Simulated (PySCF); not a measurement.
**Energy of Cu (copper, neutral) between two integer charges**

The 4s alpha orbital of [Ar] 3d10 4s1 is emptied in steps (occupation f), with all orbitals relaxed, ending at [Ar] 3d10. Calculation: PySCF 2.14, in aug-cc-pVTZ-PP with ECP10MDF (6s6p5d3f2g, 88 functions); a scalar-relativistic core potential. The exact energy is a straight line in f; departures are measured from the line between the end points of the same method.

| f | CAM-B3LYP (eV) |
| --- | --- |
| 1 | 0.000 |
| 0.8 | -0.226 |
| 0.6 | -0.341 |
| 0.4 | -0.344 |
| 0.2 | -0.231 |
| 0 | 0.000 |

| method | E(f=0) − E(f=1) (eV) | −ε at f=1 (eV) | −ε at f=0.4 (eV) |
| --- | --- | --- | --- |
| CAM-B3LYP | 8.109 | 6.708 | 8.381 |

Orbital energy along the path (eV):

```json
{"f": "1", "CAM-B3LYP": "-6.708"}
{"f": "0.8", "CAM-B3LYP": "-7.254"}
{"f": "0.6", "CAM-B3LYP": "-7.812"}
{"f": "0.4", "CAM-B3LYP": "-8.381"}
{"f": "0.2", "CAM-B3LYP": "-8.965"}
{"f": "0", "CAM-B3LYP": "-9.574"}
```

Reference removal energy between the ground levels: 7.726 eV (measured; NIST Atomic Spectra Database, ionization energies).
